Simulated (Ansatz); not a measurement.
All numbers were calculated with Ansatz.

A structure relaxed at PBE0-D4/def2-TZVP, charge 0, multiplicity 1:

```xyz
17

C     0.520    2.926    1.598
S     1.617    2.329    0.278
Ge    0.757    0.336    0.021
F     0.591   -0.395    1.605
S    -1.325    0.417   -0.713
C    -2.044   -1.027    0.123
S     2.147   -0.847   -1.197
C     1.012   -2.068   -1.914
H     0.641    2.330    2.501
H     0.821    3.954    1.799
H    -0.520    2.914    1.273
H    -1.786   -1.030    1.179
H    -1.722   -1.957   -0.344
H    -3.124   -0.929    0.013
H     0.735   -2.823   -1.179
H     1.558   -2.547   -2.726
H     0.125   -1.582   -2.317
```

Question: Give its formula and SMILES.

Answer: C3H9FGeS3, `C[S][Ge]([F])([S]C)[S]C`.

Question: Point group (tolerance 0.08 Å, 0.16 Å for H)?

Answer: C1.

Question: Summarise the bond lengths by kind.

Answer: 3 × C–S 1.814 to 1.818 Å; 9 × C–H 1.087 to 1.090 Å; 3 × Ge–S 2.187 to 2.209 Å; 1 × F–Ge 1.753 Å.
